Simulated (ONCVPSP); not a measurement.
## Ir ONCV: all-electron and pseudo phase curves

Ir, optimised norm-conserving Vanderbilt (ONCV), made with ONCVPSP 4.0.1 (BLYP, scalar-relativistic). Core [Xe] 4f14, reference 5d7 6s2. Waves: 6s: rc 2.60 bohr, ncon 4, nbas 9, qcut 2.7 1/bohr, 2 projectors, debl 1.4 Ha; p scattering state at 0.02 Ha: rc 2.20 bohr, ncon 4, nbas 8, qcut 4 1/bohr, 2 projectors, debl 3.2 Ha; 5d: rc 2.00 bohr, ncon 4, nbas 9, qcut 9.1 1/bohr, 2 projectors, debl 1.2 Ha. Local part: polynomial inside 1.90 bohr (lpopt 5, dvloc0 0 Ha). Core correction: none.

The phase is arctan(r·R′/R) of the radial function R(r), unwrapped; energies in Ha, scanned from -2 to 5 Ha. A pole is an energy at which the radial function vanishes at the test radius. The pseudo phase is shifted by a multiple of π to meet the all-electron one at the reference energy, and phase errors are pseudo minus all-electron; the curves can meet again beyond the range given. Levels narrower than the energy grid can be missing from the lists of poles.

```json
{"channel": "s", "radius (bohr)": "2.64", "reference energy (Ha)": "-0.23", "poles, all-electron": "0.78", "poles, pseudo": "0.78, 4.80", "unbroken range about the reference energy with phases within 0.05 rad": "below 0.4", "phase error 1 Ha above the reference energy (rad)": "+0.000"}
{"channel": "p", "radius (bohr)": "2.23", "reference energy (Ha)": "0.02", "poles, all-electron": "-1.92, 3.00", "poles, pseudo": "3.00", "unbroken range about the reference energy with phases within 0.05 rad": "-1.5 to 4.5", "phase error 1 Ha above the reference energy (rad)": "-0.009"}
{"channel": "d", "radius (bohr)": "2.03", "reference energy (Ha)": "-0.26", "poles, all-electron": "0.42", "poles, pseudo": "0.42", "unbroken range about the reference energy with phases within 0.05 rad": "the whole range", "phase error 1 Ha above the reference energy (rad)": "-0.000"}
```

Note: ghosts flagged at negative energy: p at -67.0 eV; GHOST(+) flagged for s at 11.4 eV. A true bound ghost makes a file unfit for plane-wave use.

Phases in the p channel:

```csv
E (Ha),all-electron,pseudo
-1.98,-1.450,-1.758
-1.62,-1.765,-1.825
-1.26,-1.862,-1.888
-0.90,-1.957,-1.970
-0.54,-2.096,-2.102
-0.18,-2.358,-2.359
0.18,-2.937,-2.939
0.54,-3.751,-3.761
0.90,-4.204,-4.213
1.26,-4.410,-4.417
1.62,-4.522,-4.527
1.98,-4.593,-4.596
2.34,-4.643,-4.645
2.70,-4.683,-4.684
3.06,-4.718,-4.718
3.42,-4.750,-4.750
3.78,-4.783,-4.786
4.14,-4.820,-4.833
4.50,-4.867,-4.922
4.86,-4.935,-5.293
```
